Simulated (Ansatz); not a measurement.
Total energies of Nb4⁺ (the lowest doublet isomer of a short search) from Ansatz at r2SCAN-D4/def2-TZVP, gas phase (1 Eh = 27.2114 eV = 2625.5 kJ/mol). The reference geometry is relaxed at PBE-D4/def2-SVP.

```csv
atom,x (Å),y (Å),z (Å)
Nb1,0.4644,1.0181,-1.0685
Nb2,-0.5925,0.8182,1.1787
Nb3,-1.1067,-0.9701,-0.4775
Nb4,1.2348,-0.8661,0.3672
```

| state | geometry | energy (Eh) |
| --- | --- | --- |
| charge 1 doublet | reference | -227.67918 |
| charge 0 singlet | reference | -227.87146 |
| charge 1 quartet | relaxed at PBE-D4/def2-SVP | -227.66402 |

In the def2 sets Nb takes a core potential; there is no spin–orbit coupling.

(1) Work out the vertical electron affinity, to the singlet.

(2) Which of the charge 1 states is lowest, and how far above it are the others?

(1) E(charge 1 doublet) − E(charge 0 singlet) = -227.67918 − (-227.87146) = 0.19228 Eh = 5.23 eV.

(2) The doublet. quartet: -227.66402 − (-227.67918) = 0.01516 Eh = 39.8 kJ/mol.

At r2SCAN-D4/def2-TZVP the charge 1 doublet is spin-contaminated (final ⟨S²⟩ up to 0.84, 0.75 for a pure state). At r2SCAN-D4/def2-TZVP the charge 1 quartet is spin-contaminated (final ⟨S²⟩ up to 3.97, 3.75 for a pure state). 

The structure comes from a short search, and lower isomers may exist.
